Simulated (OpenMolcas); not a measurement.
Ho3+ in a ligand field

Ho3+ with 6 ligands (fluoride) in octahedral coordination (Oh) at 2.21 Å. A charge of +0.5 e stands 2.6 Å behind each ligand. Ligand basis ANO-RCC-VDZP.
```
Ho    0.0000    0.0000    0.0000
F     2.2100    0.0000    0.0000
F     0.0000    2.2100    0.0000
F    -2.2100    0.0000    0.0000
F     0.0000   -2.2100    0.0000
F     0.0000    0.0000    2.2100
F     0.0000    0.0000   -2.2100
```

* Program: OpenMolcas
* Method: CASSCF
* Basis: ANO-RCC-VDZP [7s6p4d2f1g]
* Scalar Hamiltonian: DKH2, point nucleus
* Active space: 10 electrons in 7 orbitals (4f)
* State averaging: 2S+1 = 5 even, 35 roots (30 in the spin-orbit step); 2S+1 = 3 even, 103 roots kept (CI in the orbitals of an earlier block); 2S+1 = 1 even, 31 roots kept (CI in the orbitals of an earlier block)
* Spin-orbit coupling: RASSI with atomic mean-field integrals over the reference wave functions

The lowest spin-free states (labels of O, the rotations of Oh), above the lowest:

```
State  Degeneracy  E (cm-1)  Free-ion L (%)
  5A2           1       0.0         I (100)
  5T2           3     118.2         I (100)
   5E           2     207.7         I (100)
  5T1           3     439.7         I (100)
  5A1           1     469.6         I (100)
  5T2           3     495.8         I (100)
  5T1           3     17858         F (100)
  5A1           1     17998         S (100)
  5T2           3     18082         F (100)
  5A2           1     18208         F (100)
  3T1           3     21341         K (100)
  3T2           3     21344         K (100)
   3E           2     21400         K (100)
  3T2           3     21401         K (100)
  3A2           1     21401         K (100)
  3T1           3     21408         K (100)
  3T2           3     27122          H (99)
  3T1           3     27126          H (99)
   3E           2     27334          H (98)
  3T1           3     27387          H (99)
```

The lowest levels with spin-orbit coupling:

```tsv
E (cm-1)	Degeneracy	Label	2S+1	J	|mJ| (%)
0.0	2	E	5	8.01	2 (50)
13.6	3	T1	5	8.01	1 (37)
56.3	1	A1	5	8.01	0 (52)
223.4	3	T1	5	8.01	4 (32)
271.5	3	T2	5	8.01	5 (45)
305.6	2	E	5	8.01	6 (50)
310.8	3	T2	5	8.01	6 (28)
5256	3	T1	5	7.01	7 (34)
5257	3	T2	5	7.01	2 (33)
5362	1	A2	5	7.01	2 (54)
5373	3	T2	5	7.01	3 (45)
5382	2	E	5	7.01	4 (50)
5415	3	T1	5	7.01	5 (55)
9011	2	E	5	6.01	0 (44)
9019	3	T2	5	6.01	1 (53)
9067	1	A2	5	6.01	2 (69)
9097	3	T2	5	6.00	5 (34)
9118	3	T1	5	6.00	4 (33)
9140	1	A1	5	6.00	4 (87)
11786	3	T1	5	5.01	5 (35)
```

Powder χT (cm3 K/mol): 2.61 at 2 K, 9.49 at 10 K, 12.4 at 50 K, 13 at 100 K, 13.5 at 200 K, 13.7 at 300 K. The effective moment at 300 K is 2.828 √(χT) = 10.47 μB.

Hund's rules give f10 the level 5I8 with g = 1.250, so an isolated free-ion multiplet has χT = g² J(J+1) / 8 = 14.062 cm3 K/mol. The computed 13.719 at 300 K differs by -2 %, through the field's splitting, the mixing of terms and any other multiplet in reach.

Stevens parameters of the J = 8 multiplet, which is 311 cm-1 wide (cm-1, z along the main axis): B40 = -6.137e-03, B44 = -3.067e-02, B60 = -1.762e-05, B64 = 3.705e-04.

Metal share of the active 4f orbitals (Löwdin): 100, 100, 100, 100, 100, 100, 100 %; Mulliken charge of the metal 2.42.

High states are left out of the spin-orbit mixing, which shifts the levels that they would mix with. Without dynamic correlation the ligand-field splitting of an f shell can come out too small, at times by half. The first state left out of the spin-orbit step lies near 45000 cm-1 above the lowest spin-free state of the reference (among the parities and spins computed), and the lists stop at four fifths of that energy or lower. No measured value stands beside these numbers; the geometry is a model, was not optimised and need not be the one that this ion takes.

The RASSCF and RASSI steps took 81 s on 1 thread of Arm Neoverse V2 (shared host); the integral step is not counted.
